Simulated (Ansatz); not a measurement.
Stepwise reaction of `[SeH][SiH2][SeH]` with hydrogen fluoride, as a gas-phase model of exchange steps in deposition or etching. ΔE in kJ/mol; ΔG adds harmonic PBE0-D4 terms to CCSD(T)/CBS, at 1 bar.

Computed with Ansatz on PBE0-D4/def2-TZVP structures; ΔE is electronic, products minus reactants. CCSD(T)/CBS is the MP2 limit (def2-TZVPP, def2-QZVPP) plus CCSD(T) − MP2 in def2-TZVPP, frozen cores. This one scheme is used for every species. Functionals use def2-TZVPP. B3LYP here is the variant with VWN-RPA as its local correlation; programs differ in this. For Se outer-core shells are correlated without core-valence functions, which leaves a few kJ/mol of doubt a bond. Scalar relativity is left out up to krypton. One conformer a species, not always the lowest.

```csv
step,reaction,PBE-D4,B3LYP-D4,ωB97M-V,CCSD(T)/CBS,ΔG(600 K)
2,`F[SiH2][SeH]` + H–F → `F[SiH2]F` + H₂Se,-71.0,-87.8,-87.4,-82.1,-87.2
```

Problem. Give the row of step 1, `[SeH][SiH2][SeH]` + H–F → `F[SiH2][SeH]` + H₂Se. (An estimate is asked.)

Solution. Ansatz gave: 
```tsv
step	reaction	PBE-D4	B3LYP-D4	ωB97M-V	CCSD(T)/CBS	ΔG(600 K)
1	`[SeH][SiH2][SeH]` + H–F → `F[SiH2][SeH]` + H₂Se	-58.1	-73.2	-74.0	-65.5	-78.2
```

Problem. By hand: ΔE of the 2 steps together at CCSD(T)/CBS.

Solution. (-65.5) + (-82.1) = -147.6 kJ/mol, or -73.8 kJ/mol a step.

In ΔE each step is lower than the one before. All are downhill at CCSD(T)/CBS. ΔG lies between -87.2 and -78.2 kJ/mol a step. PBE-D4 differs from CCSD(T)/CBS by 7.4 to 11.1 kJ/mol a step. Isolated molecules leave out the surface, adducts and barriers. Largest T1 diagnostic: 0.012.
